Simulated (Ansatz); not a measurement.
A made-up structure of NaBGeH$_{4}$, singlet:

```
7
angstrom
B -0.8444 0.0624 -0.5820
Ge 0.6054 0.6236 0.5470
Na 0.2682 -2.2246 -0.2449
H -1.8647 -0.3435 -0.0871
H -0.6821 -0.0095 -1.7732
H 0.5480 0.7455 2.0816
H 1.0863 -4.0157 -0.1834
```

It is relaxed with PBE-D4/def2-SVP and then PBE0-D4/def2-TZVP (Ansatz 0.2.0). Atoms count as bonded within 1.22 times the sum of their covalent radii (H–H: 0.88 Å). The end point is not checked to be a true minimum.

(1) Does its bonding change? (Judge from chemistry; the calculation decides.)

Results:

(1) Computed: Yes. Formed: Ge2–H7; broken: Na3–H7.

Where it ends: The first stage lowers the energy by 3.67 eV in 48 steps. It ends as NaBGeH₄ ([BH2]1[Na][GeH2]1):
B1  (-0.729, -0.289, -0.737)
Ge2  (-0.089, -0.855, 0.984)
Na3  (1.368, -1.553, -1.513)
H4  (-1.436, -1.020, -1.382)
H5  (-0.316, 0.733, -1.222)
H6  (0.832, -0.036, 1.909)
H7  (-0.513, -2.141, 1.718)
(Å)

Labels in which every atom is bracketed show which atoms are joined, not bond orders.

For scale, one of the runs: PBE0-D4/def2-TZVP relaxation, 135 basis functions, launched by `ansatz run in.yaml --threads 2 --pin off --events-out ev --progress --plain --max-ram 4352MiB`. Hardware: 2 CPU threads of an Intel Xeon Platinum 8488C, shared host. Wall time about 13 s.
